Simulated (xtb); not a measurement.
xtb input (GFN2-xTB):

```bash
xtb mol.xyz --gfn 2 --sp --chrg -1 --uhf 0
```
mol.xyz:
```
11

C      2.31800870    -0.30045345     0.54485877
Si     0.93743721    -0.20179394    -0.83486581
O     -0.34344624     0.50903115     0.19818307
Si    -1.87272561     0.04895015     0.32894148
H      2.35680172     0.60956863     1.15506318
H      2.14601377    -1.15078941     1.21376816
H      3.30228942    -0.44446870     0.08108319
H      1.44404332     1.13705823    -1.42728923
H     -2.06811053    -1.37173872     0.75474057
H     -2.68738254     0.20971814    -0.91593254
H     -2.56009962     0.88093626     1.36689035
```

End of the output:

```
         :::::::::::::::::::::::::::::::::::::::::::::::::::::
         ::                     SUMMARY                     ::
         :::::::::::::::::::::::::::::::::::::::::::::::::::::
         :: total energy             -13.455142402268 Eh    ::
         :: gradient norm              0.044573850535 Eh/a0 ::
         :: HOMO-LUMO gap              2.950259543590 eV    ::
         ::.................................................::
         :: SCC energy               -13.556602735838 Eh    ::
         :: -> isotropic ES            0.146509859941 Eh    ::
         :: -> anisotropic ES         -0.004172471457 Eh    ::
         :: -> anisotropic XC         -0.008995835917 Eh    ::
         :: -> dispersion             -0.009032245237 Eh    ::
         :: repulsion energy           0.101460333570 Eh    ::
         :: add. restraining           0.000000000000 Eh    ::
         :: total charge              -1.000000000000 e     ::
         :::::::::::::::::::::::::::::::::::::::::::::::::::::

           -------------------------------------------------
          |                Property Printout                |
           -------------------------------------------------

    * Orbital Energies and Occupations

         #    Occupation            Energy/Eh            Energy/eV
      -------------------------------------------------------------
         1        2.0000           -0.5597494             -15.2316
         2        2.0000           -0.4709899             -12.8163
         3        2.0000           -0.4003703             -10.8946
         4        2.0000           -0.3608241              -9.8185
         5        2.0000           -0.2873403              -7.8189
         6        2.0000           -0.2844455              -7.7402
         7        2.0000           -0.2795670              -7.6074
         8        2.0000           -0.2756512              -7.5009
         9        2.0000           -0.2704698              -7.3599
        10        2.0000           -0.2446874              -6.6583
        11        2.0000           -0.2419814              -6.5846
        12        2.0000           -0.1783473              -4.8531
        13        2.0000           -0.0953726              -2.5952 (HOMO)
        14                          0.0130474               0.3550 (LUMO)
        15                          0.0191600               0.5214
        16                          0.0207387               0.5643
        17                          0.0461152               1.2549
        18                          0.0599527               1.6314
        19                          0.1407633               3.8304
        20                          0.1605509               4.3688
        21                          0.1857547               5.0546
        22                          0.2306587               6.2765
        23                          0.2702747               7.3545
        24                          0.3319883               9.0339
       ...                                ...                  ...
        33                          0.9707503              26.4155
      -------------------------------------------------------------
                  HL-Gap            0.1084200 Eh            2.9503 eV
             Fermi-level           -0.0411626 Eh           -1.1201 eV

     #   Z          covCN         q      C6AA      α(0)
     1   6 C        3.635    -0.157    23.979     7.046
     2  14 Si       2.641     0.205   188.772    30.169
     3   8 O        1.527    -0.512    23.258     6.505
     4  14 Si       3.633     0.485    98.043    18.994
     5   1 H        0.924    -0.044     3.958     3.111
     6   1 H        0.924    -0.071     4.656     3.375
     7   1 H        0.924    -0.081     4.952     3.480
     8   1 H        0.880    -0.238    14.219     5.903
     9   1 H        0.908    -0.193    10.275     5.014
    10   1 H        0.907    -0.199    10.764     5.133
    11   1 H        0.907    -0.195    10.428     5.052

 Mol. C6AA /au·bohr⁶  :       2761.548081
 Mol. C8AA /au·bohr⁸  :      98009.275651
 Mol. α(0) /au        :         93.781981

Wiberg/Mayer (AO) data.
largest (>0.10) Wiberg bond orders for each atom

 ---------------------------------------------------------------------------
     #   Z sym  total        # sym  WBO       # sym  WBO       # sym  WBO
 ---------------------------------------------------------------------------
     1   6 C    3.890 --     7 H    1.009     6 H    1.005     5 H    0.995
                             2 Si   0.823
     2  14 Si   2.331 --     8 H    0.881     1 C    0.823     3 O    0.621
     3   8 O    2.219 --     4 Si   1.469     2 Si   0.621
     4  14 Si   4.117 --     3 O    1.469     9 H    0.868    11 H    0.866
                            10 H    0.865
     5   1 H    0.998 --     1 C    0.995
     6   1 H    0.995 --     1 C    1.005
     7   1 H    0.993 --     1 C    1.009
     8   1 H    0.943 --     2 Si   0.881
     9   1 H    0.963 --     4 Si   0.868
    10   1 H    0.960 --     4 Si   0.865
    11   1 H    0.962 --     4 Si   0.866
 ---------------------------------------------------------------------------

Topologies differ in total number of bonds
Writing topology from bond orders to xtbtopo.mol

molecular dipole:
                 x           y           z       tot (Debye)
 q only:       -0.648      -0.680      -0.440
   full:       -0.725       0.123       0.768       2.703
molecular quadrupole (traceless):
                xx          xy          yy          xz          yz          zz
 q only:      -12.106      -0.204       6.233       0.161       2.555       5.873
  q+dip:       -9.229       2.391       7.074       4.435      -0.599       2.154
   full:       -6.942       0.781       4.625       3.541      -1.760       2.317

           -------------------------------------------------
          | TOTAL ENERGY              -13.455142402268 Eh   |
          | GRADIENT NORM               0.044573850535 Eh/α |
          | HOMO-LUMO GAP               2.950259543590 eV   |
           -------------------------------------------------

------------------------------------------------------------------------
Note: The following floating-point exceptions are signalling: IEEE_UNDERFLOW_FLAG IEEE_DENORMAL
normal termination of xtb
------------------------------------------------------------------------
 total:
 SCF:
```

It need not be the lowest isomer of its formula. Whether it binds its extra electron was not tested at this geometry.
